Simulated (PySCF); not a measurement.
C2H6Be, SMILES [CH2]([BeH])C. Geometry: PBE-D3(BJ)/def2-TZVP.

Computed equilibrium geometry at PBE-D3(BJ)/def2-TZVP (PySCF confirms it by a frequency run) as bond lengths and angles, and its point group:
point group Cs.
Atoms: Be1 H2 C3 C4 H5 H6 H7 H8 H9. Bond lengths (Å): Be1–H2 1.346, Be1–C3 1.686, C3–C4 1.544, C3–H5 1.107, C3–H6 1.107, C4–H7 1.100, C4–H8 1.100, C4–H9 1.101. Angles (°): H2–Be1–C3 179.8, Be1–C3–C4 116.4, Be1–C3–H5 108.4, Be1–C3–H6 108.4, C4–C3–H5 109.4, C4–C3–H6 109.4, H5–C3–H6 104.3, C3–C4–H7 111.7, C3–C4–H8 111.7, C3–C4–H9 112.2, H7–C4–H8 106.8, H7–C4–H9 107.0, H8–C4–H9 107.0.
